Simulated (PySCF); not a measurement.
SeF₃, SMILES F[Se+](F)F, charge +1. Geometry: r2SCAN-D4/def2-SVP. The multiplicity is an assumed one; other spin states were not compared. The isomer is the one that the SMILES or the coordinates give; other isomers of the formula were not compared.

**Question.** Give the equilibrium geometry at r2SCAN-D4/def2-SVP (PySCF confirms it by a frequency run) as bond lengths and angles, and its point group. (An estimate is asked for; the answer gives what the named calculation found.)

**Answer.** point group C3v.
Atoms: Se1 F2 F3 F4. Bond lengths (Å): Se1–F2 1.682, Se1–F3 1.682, Se1–F4 1.682. Bond angles (°): F2–Se1–F3 97.4, F2–Se1–F4 97.4, F3–Se1–F4 97.4.
Charge +1, spin multiplicity 1.
